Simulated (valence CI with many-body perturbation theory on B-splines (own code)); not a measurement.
E1 transitions of As26+

Calculated by relativistic CI+MBPT: five valence electrons over a frozen Dirac-Fock core [He], a basis of 9 s, 9 p, 8 d, 6 f, 3 g, 1 h functions for each j, with the one-electron correlation potential Σ1 (screened to all orders), the two-electron term Σ2, the three-electron term Σ3, Breit, model QED; selected single and double excitations, second order for the rest (own B-spline code, finite nucleus).

No measured spectrum was set against this ion. As an estimate, large intervals hold to a few tenths of a per cent, small ones and those within an open d or f shell to about a per cent. Among the levels kept, up to 1600 cm⁻¹ of a level comes from second order outside the variational space, and about a tenth of that is noise between levels of different J, which matters for small intervals.

Lines 101 to 150 of 266 in falling wavelength, among levels below 13991 × 10³ cm⁻¹, chosen from the strongest by gf and those to the six lowest levels. Wavelengths and rates use the calculated energies. Electric multipoles are in the length gauge, E1 and E2 with the static RPA response of the core. Weak lines are less certain than strong ones. Lines between different terms over intervals too small for the method are left out, as are lines whose strength nearly cancels. The highest levels of a list are the least certain.

Levels are named by their leading jj configuration (3d3/2^4 stands for four electrons in 3d with j = 3/2), which in mixed levels can hold well under half, so a name can repeat and another be missing. Letters in brackets count levels of one name in rising energy.

```
λ vac (Å)                               Upper                         Lower   A (s⁻¹)  log gf  Branch %
    76.95             (2p1/2^2 2p3/2^3) J=3/2  (2s 2p1/2 2p3/2^3) J=3/2 [b]  4.16e+10   -0.83      22.8
    76.26               (2p1/2 2p3/2^4) J=1/2  (2s 2p1/2 2p3/2^3) J=3/2 [c]  1.02e+11   -0.75      47.4
    75.10            (2s 2p1/2 2p3/2^3) J=5/2    (2s^2 2p1/2 2p3/2^2) J=5/2  5.63e+10   -0.54      86.8
    74.64        (2s 2p1/2 2p3/2^3) J=3/2 [a]    (2s^2 2p1/2^2 2p3/2) J=3/2  4.81e+10   -0.79      96.7
    74.60        (2s 2p1/2 2p3/2^3) J=3/2 [b]    (2s^2 2p1/2 2p3/2^2) J=3/2  7.34e+10   -0.61      77.6
    73.47          (2s 2p1/2^2 2p3/2^2) J=1/2    (2s^2 2p1/2^2 2p3/2) J=3/2  4.65e+10   -1.12      91.0
    73.38            (2s 2p1/2 2p3/2^3) J=1/2    (2s^2 2p1/2 2p3/2^2) J=1/2  5.95e+10   -1.02      36.9
    70.54            (2s 2p1/2 2p3/2^3) J=5/2    (2s^2 2p1/2 2p3/2^2) J=3/2  6.50e+08   -2.54       1.0
    69.54        (2s 2p1/2 2p3/2^3) J=3/2 [c]    (2s^2 2p1/2 2p3/2^2) J=1/2  2.18e+10   -1.20      10.1
    67.27                  (2s 2p3/2^4) J=1/2          (2s^2 2p3/2^3) J=3/2  1.69e+11   -0.64      85.1
    64.26        (2s 2p1/2 2p3/2^3) J=3/2 [c]    (2s^2 2p1/2 2p3/2^2) J=5/2  1.63e+11   -0.39      75.8
    63.81            (2s 2p1/2 2p3/2^3) J=1/2    (2s^2 2p1/2 2p3/2^2) J=3/2  9.10e+10   -0.95      56.5
    62.34        (2s 2p1/2 2p3/2^3) J=3/2 [b]    (2s^2 2p1/2^2 2p3/2) J=3/2  1.64e+10   -1.42      17.4
    61.99               (2p1/2 2p3/2^4) J=1/2  (2s 2p1/2 2p3/2^3) J=3/2 [b]  4.66e+10   -1.27      21.6
    60.89        (2s 2p1/2 2p3/2^3) J=3/2 [c]    (2s^2 2p1/2 2p3/2^2) J=3/2  4.24e+09   -2.03       2.0
    57.95                  (2s 2p3/2^4) J=1/2    (2s^2 2p1/2 2p3/2^2) J=1/2  2.69e+09   -2.57       1.3
    57.06             (2p1/2^2 2p3/2^3) J=3/2    (2s 2p1/2^2 2p3/2^2) J=5/2  1.50e+10   -1.53       8.2
    54.62            (2s 2p1/2 2p3/2^3) J=1/2    (2s^2 2p1/2^2 2p3/2) J=3/2  1.07e+10   -2.02       6.7
    52.47        (2s 2p1/2 2p3/2^3) J=3/2 [c]    (2s^2 2p1/2^2 2p3/2) J=3/2  1.40e+10   -1.64       6.5
    51.82                  (2s 2p3/2^4) J=1/2    (2s^2 2p1/2 2p3/2^2) J=3/2  2.69e+10   -1.66      13.5
    8.545          (2s^2 2p1/2^2 3p3/2) J=3/2    (2s 2p1/2^2 2p3/2^2) J=5/2  5.64e+10   -2.61      59.0
    8.383  (2s^2 2p1/2 2p3/2 3p3/2) J=5/2 [a]    (2s 2p1/2^2 2p3/2^2) J=5/2  4.56e+10   -2.54      50.0
    8.357  (2s^2 2p1/2 2p3/2 3p3/2) J=3/2 [a]    (2s 2p1/2^2 2p3/2^2) J=5/2  1.56e+11   -2.18      71.0
    8.331  (2s^2 2p1/2 2p3/2 3p1/2) J=3/2 [b]    (2s 2p1/2^2 2p3/2^2) J=5/2  1.93e+11   -2.09      33.9
    8.305  (2s^2 2p1/2 2p3/2 3p3/2) J=3/2 [b]    (2s 2p1/2^2 2p3/2^2) J=5/2  1.11e+11   -2.34      45.6
    8.283  (2s^2 2p1/2 2p3/2 3p3/2) J=5/2 [b]    (2s 2p1/2^2 2p3/2^2) J=5/2  9.50e+10   -2.23      60.3
    8.264     (2s^2 2p1/2 2p3/2 3s) J=3/2 [b]          (2s^2 2p3/2^3) J=3/2  1.54e+11   -2.20       1.8
    8.233     (2s 2p1/2^2 2p3/2 3s) J=3/2 [a]    (2s 2p1/2^2 2p3/2^2) J=1/2  1.27e+12   -1.29      17.7
    8.218     (2s 2p1/2^2 2p3/2 3s) J=3/2 [a]  (2s 2p1/2 2p3/2^3) J=3/2 [a]  1.34e+12   -1.27      18.6
    8.199             (2s^2 2p1/2^2 3s) J=1/2    (2s^2 2p1/2 2p3/2^2) J=3/2  2.11e+11   -2.37       4.1
    8.185         (2s 2p1/2^2 2p3/2 3s) J=5/2    (2s 2p1/2^2 2p3/2^2) J=5/2  5.03e+11   -1.52      92.6
    8.160         (2s 2p1/2 2p3/2^2 3s) J=3/2  (2s 2p1/2 2p3/2^3) J=3/2 [b]  4.72e+12   -0.72      81.1
    8.153          (2s^2 2p3/2^2 3p1/2) J=3/2    (2s 2p1/2^2 2p3/2^2) J=5/2  2.65e+11   -1.98      32.6
    8.153     (2s 2p1/2 2p3/2^2 3s) J=5/2 [b]      (2s 2p1/2 2p3/2^3) J=5/2  5.16e+12   -0.51      75.0
    8.149         (2s^2 2p1/2 2p3/2 3s) J=1/2    (2s^2 2p1/2 2p3/2^2) J=1/2  2.07e+12   -1.38      23.2
    8.104     (2s^2 2p1/2 2p3/2 3s) J=3/2 [b]    (2s^2 2p1/2 2p3/2^2) J=1/2  2.11e+12   -1.08      24.6
    8.094     (2s^2 2p1/2 2p3/2 3s) J=3/2 [a]    (2s^2 2p1/2 2p3/2^2) J=5/2  4.14e+11   -1.79      10.3
    8.093     (2s 2p1/2^2 2p3/2 3s) J=3/2 [a]    (2s 2p1/2^2 2p3/2^2) J=5/2  4.53e+12   -0.75      63.0
    8.076             (2s^2 2p3/2^2 3s) J=5/2          (2s^2 2p3/2^3) J=3/2  8.54e+11   -1.30      14.5
    8.060             (2s^2 2p3/2^2 3s) J=3/2          (2s^2 2p3/2^3) J=3/2  6.44e+12   -0.60      75.8
    8.056     (2s 2p1/2^2 2p3/2 3s) J=3/2 [b]  (2s 2p1/2 2p3/2^3) J=3/2 [a]  3.47e+12   -0.87      82.8
    8.047         (2s^2 2p1/2 2p3/2 3s) J=5/2    (2s^2 2p1/2 2p3/2^2) J=5/2  1.82e+12   -0.97      37.0
    8.038     (2s^2 2p1/2 2p3/2 3s) J=3/2 [a]    (2s^2 2p1/2 2p3/2^2) J=3/2  1.28e+12   -1.31      31.7
    8.030          (2s^2 2p1/2^2 3d3/2) J=3/2          (2s^2 2p3/2^3) J=3/2  3.79e+10   -2.83       0.6
    8.028      (2s^2 2p3/2^2 3p3/2) J=3/2 [a]    (2s 2p1/2^2 2p3/2^2) J=5/2  3.15e+11   -1.91      42.0
    8.027     (2s^2 2p1/2 2p3/2 3s) J=3/2 [b]    (2s^2 2p1/2 2p3/2^2) J=5/2  4.68e+12   -0.74      54.5
    8.026             (2s^2 2p1/2^2 3s) J=1/2    (2s^2 2p1/2^2 2p3/2) J=3/2  4.90e+12   -1.02      95.1
    8.016         (2s^2 2p1/2 2p3/2 3s) J=1/2    (2s^2 2p1/2 2p3/2^2) J=3/2  6.35e+12   -0.91      71.2
    7.992         (2s^2 2p1/2 2p3/2 3s) J=5/2    (2s^2 2p1/2 2p3/2^2) J=3/2  6.06e+10   -2.46       1.2
    7.972     (2s^2 2p1/2 2p3/2 3s) J=3/2 [b]    (2s^2 2p1/2 2p3/2^2) J=3/2  1.20e+12   -1.34      14.0
```
